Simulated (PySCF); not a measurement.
SMILES C#CCCCC, GFN2-xTB optimised geometry.

```
16

C      1.72    -1.79    -0.01
C      0.53    -1.81     0.00
C     -0.92    -1.81     0.00
C     -1.49    -0.39     0.00
C     -1.13     0.37     1.28
C     -1.69     1.79     1.26
H      2.77    -1.79    -0.01
H     -1.27    -2.35    -0.89
H     -1.28    -2.35     0.88
H     -2.58    -0.44    -0.10
H     -1.10     0.15    -0.87
H     -1.53    -0.17     2.14
H     -0.04     0.40     1.37
H     -1.29     2.35     0.42
H     -2.77     1.77     1.18
H     -1.42     2.31     2.18
```

Density from CAM-B3LYP/def2-TZVP in PySCF at that geometry.

Minimum of the electron density along straight lines between bonded atoms, close to the bond critical point (lines longer than 1.1 times the sum of covalent radii, or with two minima, are not listed):

| bond | length / Å | ρ at the minimum / e bohr⁻³ | ∇²ρ there / e bohr⁻⁵ | position (fraction from the first atom) |
|---|---|---|---|---|
| C1–C2 | 1.196 | 0.424 | -1.22 | 0.48 |
| C2–C3 | 1.449 | 0.279 | -0.79 | 0.54 |
| C3–C4 | 1.533 | 0.244 | -0.61 | 0.51 |
| C4–C5 | 1.526 | 0.250 | -0.63 | 0.51 |
| C5–C6 | 1.523 | 0.248 | -0.63 | 0.50 |
| C1–H7 | 1.049 | 0.300 | -1.15 | 0.66 |
| C3–H8 | 1.094 | 0.279 | -0.96 | 0.64 |
| C3–H9 | 1.094 | 0.278 | -0.96 | 0.64 |
| C4–H10 | 1.093 | 0.280 | -0.96 | 0.64 |
| C4–H11 | 1.093 | 0.280 | -0.97 | 0.64 |
| C5–H12 | 1.093 | 0.279 | -0.96 | 0.64 |
| C5–H13 | 1.092 | 0.281 | -0.98 | 0.64 |
| C6–H14 | 1.088 | 0.280 | -0.97 | 0.64 |
| C6–H15 | 1.088 | 0.280 | -0.96 | 0.64 |
| C6–H16 | 1.087 | 0.280 | -0.97 | 0.64 |
